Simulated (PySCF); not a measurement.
## How methods differ on the ionisation energy of Fe⁺

Fe⁺ [Ar] 3d6 4s1 (6D) → Fe²⁺ [Ar] 3d6 (5D), as a difference of total energies. Calculation: PySCF 2.14, in Sapporo-DKH3-DZP-2012 (6s4p3d1f, 40 functions); the spin-free X2C one-electron Hamiltonian (Gaussian nucleus). Correlated levels: valence: [Ar] frozen. The calculations carry no spin-orbit coupling.

```csv
method,ionisation energy (eV),difference from reference (eV)
UHF,15.314,-0.885
TPSS,16.547,+0.348
r2SCAN,16.696,+0.497
MP2 (valence),15.850,-0.349
SCS-MP2 (valence),15.622,-0.577
```

Reference: 16.199 eV (measured; NIST Atomic Spectra Database, ionization energies).

The reference lies between the lowest fine-structure levels, while these numbers refer to the centres of the terms.

Errors of the correlated levels include the incompleteness of this basis and the frozen core.
